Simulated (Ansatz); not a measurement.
C4H8AlN (`C#[C][Al]([CH3])[NH]C`), relaxed with RKS PBE-D4/def2-SVP in Ansatz from a rough embedded geometry. The force threshold is 0.03 eV/Å; the program also tests the step.

The species carries charge 0 and has multiplicity 1.

Start:

```xyz
14

C     1.108   -1.123    3.108
C     0.736   -0.607    2.078
Al    0.073    0.255    0.463
C     1.085    1.817   -0.231
N    -1.562   -0.347   -0.334
C    -1.273   -0.796   -1.697
H     1.519   -1.625    3.964
H     0.449    2.705   -0.277
H     1.403    1.580   -1.346
H     1.991    2.022    0.301
H    -1.884   -1.135    0.200
H    -2.226   -1.132   -2.140
H    -0.878    0.010   -2.361
H    -0.541   -1.624   -1.729
```

```tsv
step	energy (eV)	largest force (eV/Å)	largest move (Å)
1	-12346.5119	2.821	0.000
2	-12346.9015	1.399	0.192
3	-12347.0494	1.073	0.190
4	-12347.1582	0.762	0.200
5	-12347.2160	0.477	0.200
6	-12347.2683	0.113	0.199
7	-12347.2795	0.033	0.126
8	-12347.2825	0.071	0.084
9	-12347.2835	0.093	0.048
10	-12347.2841	0.077	0.021
11	-12347.2848	0.015	0.043
12 (rejected)	-12347.2719	0.520	0.186
13	-12347.2853	0.020	0.035
14 (rejected)	-12347.2849	0.160	0.098
15	-12347.2857	0.031	0.048
16	-12347.2860	0.064	0.049
17	-12347.2862	0.059	0.030
18	-12347.2865	0.073	0.053
19	-12347.2867	0.054	0.015
20	-12347.2870	0.011	0.026
```

End:

```xyz
14

C     0.931   -0.877    3.388
C     0.671   -0.500    2.243
Al    0.293    0.121    0.461
C     1.075    1.750   -0.289
N    -0.838   -0.912   -0.465
C    -1.348   -0.765   -1.816
H     1.158   -1.210    4.394
H     0.748    2.644    0.284
H     0.802    1.915   -1.352
H     2.184    1.723   -0.226
H    -1.209   -1.749   -0.002
H    -2.458   -0.661   -1.853
H    -0.926    0.145   -2.290
H    -1.081   -1.623   -2.477
```

Run time 30 s (4 threads of an Arm Neoverse V1 on a shared host); peak host memory 0.18 GiB.
